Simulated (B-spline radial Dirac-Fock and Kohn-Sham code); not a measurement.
## Sm: input and output of one calculation

ΔSCF core binding energies without Breit or QED terms, calculated with a radial B-spline solver. Keys: rel is the Hamiltonian (dirac, or spin-free x2c and nr, where L3 and M5 stand for the whole 2p and 3d shells), method is hf or an exchange,correlation pair (spin-unpolarised, also for the hole states), nuc the nuclear model, radius_factor scales its radius, rmax is the box in bohr, h the logarithmic mesh step, order the B-spline order, points the quadrature points per cell, c_factor scales the speed of light, and damp, ndamp, maxit and tol steer the iteration. The run stops when the commutator error falls below 10·tol·max(1, Z/10), or the numerical noise floor, and the energy has settled to about 1e-8 Ha; the virial ratio is −V/T.

Input (task.json):

```json
{"items": [{"Z": 62, "q": 0, "cfg": [[1, 0, 2], [2, 0, 2], [2, 1, 6], [3, 0, 2], [3, 1, 6], [3, 2, 10], [4, 0, 2], [4, 1, 6], [4, 2, 10], [4, 3, 6], [5, 0, 2], [5, 1, 6], [6, 0, 2]], "A": 152, "rrms": 5.0819, "do": "settings", "holes": ["K", "L3", "M5"],
  "settings": [{"rel": "dirac", "method": "hf", "nuc": "fermi", "radius_factor": 100.0, "rmax": 45.0, "h": 0.3, "order": 8, "points": 10, "c_factor": 1.0, "maxit": 98, "damp": 0.5, "ndamp": 3, "tol": 1e-08}]}]}
```

Command: `python xray2_run.py task.json out`

Ground-state iterations:

```
iter   energy (Ha)        error
   1    -9433.94051096  2.85e+00
   2    -9441.18279037  1.03e+00
   3    -9457.86102736  2.07e-01
   4    -9458.83059097  6.61e-02
   5    -9458.98094299  1.75e-02
   6    -9458.98890773  5.49e-03
   7    -9458.99022225  1.36e-03
   8    -9458.99034120  1.22e-03
   9    -9458.99036262  1.77e-04
  10    -9458.99036531  4.31e-05
  11    -9458.99036543  4.70e-06
  12    -9458.99036543  1.07e-06
  13    -9458.99036543  1.02e-07
```

The ground state converged in 13 iterations, with total energy -9458.99037 Ha, virial ratio 2.07029 and highest orbital energy -4.38 eV. ΔSCF binding energies: K (1s) 36154.2 eV, L3 (2p3/2) 6797.8 eV, M5 (3d5/2) 1104.9 eV.

Task: One setting is unsound. Which, and why?

Result: radius_factor inflates the nucleus far beyond its size, which weakens the binding of the inner electrons. With the default settings (Dirac Hartree-Fock): The ground state converged in 13 iterations, with total energy -10429.14757 Ha, virial ratio 1.92244 and highest orbital energy -4.86 eV. ΔSCF binding energies: K (1s) 47030.7 eV, L3 (2p3/2) 6734.7 eV, M5 (3d5/2) 1085.0 eV.
